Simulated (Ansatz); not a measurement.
Reaction (formal exchange of groups at the Si–N bond): `[SiH3]NCBCl` + `CC1BC1` → `CC1([SiH3])BC1` + `NCBCl`

Gas-phase electronic energies from Ansatz, PBE0-D4/def2-TZVP geometries. CCSD(T)/CBS adds triple-zeta CCSD(T) − MP2 to the extrapolated MP2 energy (def2 sets, frozen cores). Functionals use def2-TZVPP. One conformer a species, not always the lowest.

`[SiH3]NCBCl`:

Z-matrix (Å, degrees):
```
Si
N 1 1.722
H 1 1.495 2 114.8
H 1 1.487 2 107.7 3 118.9
H 1 1.485 2 108.1 3 -120.8
C 2 1.453 1 121.5 3 -68.5
H 2 1.009 1 116.1 3 76.0
B 6 1.559 2 115.1 1 -63.1
H 6 1.105 2 109.2 1 -176.3
H 6 1.101 2 114.2 1 67.5
Cl 8 1.748 6 119.0 2 165.2
H 8 1.191 6 123.7 2 -18.7
```

`CC1BC1`:

Cartesian coordinates in Å:
```
C 0.521 -0.886 0.949
C 0.170 -0.305 -0.401
B -1.215 0.246 -0.725
C -0.048 1.211 -0.552
H 1.576 -0.726 1.189
H 0.322 -1.960 0.983
H -0.067 -0.421 1.746
H 0.718 -0.754 -1.229
H -2.373 0.067 -0.904
H 0.400 1.709 -1.408
H -0.005 1.819 0.350
```

`CC1([SiH3])BC1`:

```xyz
14

C     0.814    1.291    0.482
C     0.105    0.083   -0.104
Si   -1.623   -0.204    0.517
B     0.361   -0.382   -1.527
C     0.907   -1.218   -0.378
H     0.268    2.214    0.274
H     0.923    1.199    1.568
H     1.819    1.404    0.064
H    -2.245   -1.339   -0.220
H    -2.459    1.011    0.321
H    -1.610   -0.543    1.968
H     0.286   -0.164   -2.689
H     1.980   -1.180   -0.194
H     0.474   -2.170   -0.083
```

`NCBCl`:

Z-matrix (Å, degrees):
```
C
B 1 1.549
N 1 1.444 2 117.7
H 1 1.100 2 106.9 3 124.8
H 1 1.112 2 102.2 3 -126.9
Cl 2 1.749 1 121.6 3 11.9
H 2 1.193 1 121.4 3 -171.1
H 3 1.011 1 111.5 2 -38.9
H 3 1.010 1 112.1 2 -160.6
```

CCSD(T)/CBS gives +20.9 kJ/mol.

Question: Another level gave +24.9 kJ/mol. Which?
A. HF/def2-TZVPP
B. SCS-MP2/def2-TZVPP
C. PBE-D4/def2-TZVPP
D. PBE0/def2-TZVPP

Answer: B. SCS-MP2/def2-TZVPP 24.9, PBE0 19.6, HF/def2-TZVPP 39.6, PBE-D4 13.6 kJ/mol.

Largest T1 diagnostic among the species: 0.011.

The D4 term adds −4.3 kJ/mol with B3LYP and −2.2 kJ/mol with PBE0; it sums over pairs of atoms, weighted by their polarisabilities, and B3LYP, whose exchange is more repulsive, gets the larger term. From PBE to PBE0 (25 % exact exchange), in def2-TZVPP and without D4, ΔE moves by +3.3 kJ/mol.

B3LYP here is the variant with VWN-RPA as its local correlation; programs differ in this.
